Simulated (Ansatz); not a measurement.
C₄H₁₃GeN⁺, that is GeHMe2(NHEt) with one electron fewer. Total charge 1; doublet. Geometry r2SCAN-D4/def2-SVP; atoms count from 1.

Cartesian coordinates in Å:
```
Ge -0.270 -0.143 -1.288
H 0.713 -1.290 -1.534
C -2.128 -0.701 -1.196
H -2.767 0.125 -0.852
H -2.250 -1.573 -0.538
H -2.433 -0.984 -2.216
C 0.078 1.518 -2.202
H -0.118 1.372 -3.276
H 1.126 1.829 -2.085
H -0.591 2.313 -1.841
N 0.145 0.238 0.589
C 0.505 -0.709 1.600
C 1.686 -0.248 2.460
H 0.069 1.203 0.941
H -0.388 -0.820 2.260
H 0.683 -1.690 1.131
H 2.595 -0.145 1.850
H 1.871 -1.004 3.236
H 1.475 0.709 2.961
```

Estimate the Mulliken populations from the PBE0/def2-TZVP orbitals of Ansatz.


```json
{"atom": "Ge1", "charge (e)": "0.26", "spin (α − β)": "-0.04"}
{"atom": "H2", "charge (e)": "0.10", "spin (α − β)": "0.01"}
{"atom": "C3", "charge (e)": "-0.44", "spin (α − β)": "0.05"}
{"atom": "H4", "charge (e)": "0.17", "spin (α − β)": "0.00"}
{"atom": "H5", "charge (e)": "0.17", "spin (α − β)": "0.00"}
{"atom": "H6", "charge (e)": "0.19", "spin (α − β)": "0.01"}
{"atom": "C7", "charge (e)": "-0.44", "spin (α − β)": "0.01"}
{"atom": "H8", "charge (e)": "0.19", "spin (α − β)": "0.00"}
{"atom": "H9", "charge (e)": "0.18", "spin (α − β)": "0.00"}
{"atom": "H10", "charge (e)": "0.17", "spin (α − β)": "0.00"}
{"atom": "N11", "charge (e)": "-0.18", "spin (α − β)": "0.89"}
{"atom": "C12", "charge (e)": "-0.15", "spin (α − β)": "-0.04"}
{"atom": "C13", "charge (e)": "-0.37", "spin (α − β)": "0.05"}
{"atom": "H14", "charge (e)": "0.28", "spin (α − β)": "-0.03"}
{"atom": "H15", "charge (e)": "0.20", "spin (α − β)": "0.09"}
{"atom": "H16", "charge (e)": "0.17", "spin (α − β)": "0.00"}
{"atom": "H17", "charge (e)": "0.16", "spin (α − β)": "0.00"}
{"atom": "H18", "charge (e)": "0.18", "spin (α − β)": "0.00"}
{"atom": "H19", "charge (e)": "0.16", "spin (α − β)": "0.00"}
```
Mulliken values depend strongly on the basis.

Where does the spin sit?

Summed by element: Ge -0.04, H 0.08, C 0.07, N 0.89, of 1 unpaired in all. Largest on single atoms: N11 0.89, H15 0.09, C3 0.05.

And the Mayer bond orders between heavy atoms (over 0.3)?

Ge1–C3 0.98 (1.94 Å); Ge1–C7 1.02 (1.93 Å); Ge1–N11 0.65 (1.96 Å); N11–C12 1.01 (1.43 Å); C12–C13 1.00 (1.53 Å).
